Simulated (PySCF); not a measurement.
## Dipole moment and polarisability of `C[N]([GeH3])CB(O)O`

Species: C₂H₁₀BGeNO₂.
Structure used (PBE0-D3(BJ)/def2-SVP), in Å, numbered top down from 1:
```xyz
17
C2H10BGeNO2 angstrom
C     -1.6915    1.3111   -0.3712
N     -0.7262    0.3242    0.0306
Ge    -1.2995   -1.3314    0.5988
C      0.6269    0.7201   -0.2458
B      1.7880   -0.3327   -0.0576
O      1.4927   -1.6576   -0.0463
O      3.0981    0.0351    0.0454
H     -1.4971    2.2881    0.1169
H     -1.6827    1.4957   -1.4670
H     -2.7115    1.0064   -0.0953
H     -1.2216   -2.4459   -0.4665
H     -2.7888   -1.0818    0.9265
H     -0.5704   -1.7713    1.8815
H      0.7299    1.0443   -1.3115
H      0.8884    1.6382    0.3305
H      2.2719   -2.2124    0.0727
H      3.2273    0.9874    0.0617
```

Level: CAM-B3LYP/def2-SVPD (PySCF), static field, nuclei fixed, core orbitals frozen in the response. The polarisability tensor in these axes (au):

```
x   93.65  1.22 -0.62
y    1.22 91.96 -5.01
z   -0.62 -5.01 73.08
```

**Question.** Diagonalise the tensor; give its mean and Δα, where Δα² is half the sum of the squared differences of the eigenvalues.

**Answer.** Principal values 71.83, 92.08 and 94.78 au; mean 86.23 au = 12.78 Å³ = 14.22 × 10⁻⁴⁰ C²·m²/J; Δα = 21.73 au (25 % of the mean).

**Question.** What is the dipole moment, and where does it point?

**Answer.** (1.51, 1.17, -0.21) D, 1.92 D in size, pointing from the negative to the positive side. Measured along this direction, the outermost atoms are H12 at the negative end and H17 at the positive end.

**Question.** Form Σ f/ω² (atomic units) for the 6 lowest TDDFT singlets, given as eV and f, and set it beside the mean polarisability, which is this sum over all singlets: 5.19, 0.0194; 5.80, 0.0126; 6.00, 0.0155; 6.47, 0.0050; 6.53, 0.0037; 6.84, 0.0592.

**Answer.** They add up to 2.22 au, 2.6 % of the 86.23 au; the largest single term is 0.94 au, from the state at 6.84 eV. Terms in order: 0.53, 0.28, 0.32, 0.09, 0.06, 0.94 au. Higher excitations give the rest. The strengths listed sum to 0.115.

**Question.** What molar refraction does this α imply?

**Answer.** Lorentz–Lorenz: R = (4π/3)N_A α = 2.5225 cm³/(mol·Å³) × 12.78 Å³ = 32.2 cm³/mol, in the limit of long wavelengths.

**Question.** Traceless (Buckingham) quadrupole moment about the centre of nuclear charge: eigenvalues?

**Answer.** -4.72, -0.21, 4.93 D·Å. The values depend on the origin, since the dipole doesn't vanish. The electronic extent ⟨r²⟩ about the same centre is 1352 bohr², a root-mean-square distance of 2.15 Å for the 82 electrons.

Geometry: PBE0-D3(BJ)/def2-SVP, one conformer, isolated molecule. The calculation is non-relativistic, for germanium too.
